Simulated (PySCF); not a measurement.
CH₅GeN, neutral, multiplicity 1. Atoms are numbered in the order given.

```xyz
8

Ge    -0.1964    -0.1196     0.4311
C      0.6352     1.5292    -0.3291
H      0.2169     2.4357     0.1368
H      0.5263     1.6078    -1.4235
H      1.7149     1.5137    -0.0931
N     -0.0106    -1.1379    -1.0587
H      0.3897    -0.8296    -1.9408
H     -0.3014    -2.1099    -1.0900
```

Geometry optimised at ωB97X-D3(BJ)/def2-SVP. One conformer was computed; it need not be the lowest.

Computed with HF/pcSseg-1 in PySCF.

GIAO shieldings, no solvent; atoms listed in one row are averaged. δ = σ(ref) − σ: ⁷³Ge against GeH4 (σ = 1776.1 ppm); ¹³C against TMS (σ = 192.6 ppm); ¹H against TMS (σ = 31.99 ppm); ¹⁵N against NH3 (σ = 267.3 ppm), references at their B3LYP-D3(BJ)/def2-TZVP geometries, non-relativistic.

Computed chemical shifts:
| nucleus | atoms | count | δ (ppm) |
|---|---|---|---|
| ⁷³Ge | Ge1 | 1 | 978.0 |
| ¹³C | C2 | 1 | 25.2 |
| ¹H | H8 | 1 | 5.05 |
| ¹H | H7 | 1 | 4.77 |
| ¹H | H3, H4, H5 | 3 | 0.95 |
| ¹⁵N | N6 | 1 | 139.0 |
